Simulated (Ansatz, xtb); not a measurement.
Two isomers of C6H6O

Structure a is `C=Cc1ccco1`, a singlet and structure b is `C=C1C=C(C)C1=O`, a singlet. Both are isolated molecules in the gas phase, relaxed with PBE-D3(BJ)/def2-SVP, each in the lowest conformer that the search found.

a (Å):

```csv
atom,x (Å),y (Å),z (Å)
C,0.9566,-0.4947,-2.4564
C,0.1051,-0.1012,-1.4815
C,0.4019,-0.0436,-0.0680
C,-0.3623,0.3344,1.0269
C,0.4694,0.1839,2.1816
C,1.6814,-0.2739,1.7156
O,1.6525,-0.4148,0.3624
H,1.9835,-0.8127,-2.2201
H,0.6443,-0.5074,-3.5104
H,-0.9200,0.2135,-1.7385
H,-1.4017,0.6791,0.9933
H,0.2071,0.3878,3.2254
H,2.6257,-0.5360,2.2038
```

b (Å):

```xyz
13

C     1.9761   -0.1579   -0.8263
C     0.8396   -0.2101   -0.1108
C     0.0987   -1.1780    0.7314
C    -0.9462   -0.3297    1.0294
C    -2.1966   -0.3917    1.8206
C    -0.3053    0.7691    0.1952
O    -0.5795    1.9104   -0.0969
H     2.6604   -1.0172   -0.9000
H     2.2438    0.7663   -1.3609
H     0.3119   -2.2184    1.0191
H    -2.1956    0.3923    2.6078
H    -3.0743   -0.1736    1.1754
H    -2.3455   -1.3774    2.3016
```

Quicker runs give these differences E(b) − E(a): GFN2-xTB +31.6 kcal/mol; HF/STO-3G +31.8 kcal/mol (at GFN2-xTB geometries); r2SCAN-D4/def2-SVP +20.2 kcal/mol (at GFN2-xTB geometries).

Question: Estimate E(b) − E(a) at the level CCSD(T)/def2-SVP + ΔMP2/def2-TZVPP.

Answer: Calculated at CCSD(T)/def2-SVP + ΔMP2/def2-TZVPP: E(b) − E(a) = +18.0 kcal/mol, so structure a lies lower.

How the difference moves with the method:

```csv
level,geometry,E(b) − E(a) (kcal/mol),departure from the last row (kcal/mol),"job, with rough time for the two"
GFN2-xTB,GFN2-xTB,+31.6,+13.5,"optimisation, 0.17 s"
HF/STO-3G,GFN2-xTB,+31.8,+13.8,"single point, 0.79 s"
r2SCAN-D4/def2-SVP,GFN2-xTB,+20.2,+2.1,"single point, 9 s"
PBE-D3(BJ)/def2-SVP,PBE-D3(BJ)/def2-SVP,+18.5,+0.5,"optimisation, 41 s"
HF/def2-SVP,PBE-D3(BJ)/def2-SVP,+15.0,−3.1,part of the CCSD(T) run
MP2/def2-SVP,PBE-D3(BJ)/def2-SVP,+19.3,+1.3,part of the CCSD(T) run
CCSD(T)/def2-SVP,PBE-D3(BJ)/def2-SVP,+17.4,−0.7,single point
CCSD(T)/def2-SVP + ΔMP2/def2-TZVPP,PBE-D3(BJ)/def2-SVP,+18.0,,"single point, 2.6 min"
```

As drawn, b has 1 C=C, 3 C–C, 1 C=O in place of 3 C∷C, 2 C∷O (∷ is an aromatic bond). Structure a has a 5-membered ring (with an aromatic ring), b a 4-membered ring.

The levels shown agree on the order. The largest departure from CCSD(T)/def2-SVP + ΔMP2/def2-TZVPP is that of HF/STO-3G, 13.8 kcal/mol. The last row adds to CCSD(T) the change of the MP2 difference between the two basis sets, here +0.7 kcal/mol.

With thermal terms from frequencies at re-optimised GFN2-xTB minima (ideal gas, soft modes damped towards free rotors, one conformer each, 298.15 K, 1 atm): on the last row, ΔE + ΔZPE = +16.7, ΔH = +17.4, ΔG = +15.7 kcal/mol.

The correlated steps freeze 7 core orbitals. Programs: Ansatz 0.2.0, xtb 6.7.1; the last row on 2 threads of Arm Neoverse N1 on a shared host.
